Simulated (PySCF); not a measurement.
F₂S, SMILES FSF.

Geometry: ωB97X-D3(BJ)/def2-TZVP.

All values below come from B3LYP/def2-TZVPD in PySCF.

The molecule is in vacuum.

Computed frontier levels, gap, dipole moment and polarisability:
| Property | Result |
|---|---|
| highest occupied level | -7.08 eV |
| lowest empty level | -2.17 eV |
| orbital gap | 4.91 eV |
| dipole moment | 1.03 D |
| quadrupole, principal values (traceless, Buckingham form, about the centre of nuclear charge) | -1.20, -0.41, 1.61 D·Å |
| mean static polarisability | 24.2 bohr³ (3.59 Å³) |
| polarisability, principal values | 22.4, 23.9, 26.4 bohr³ |
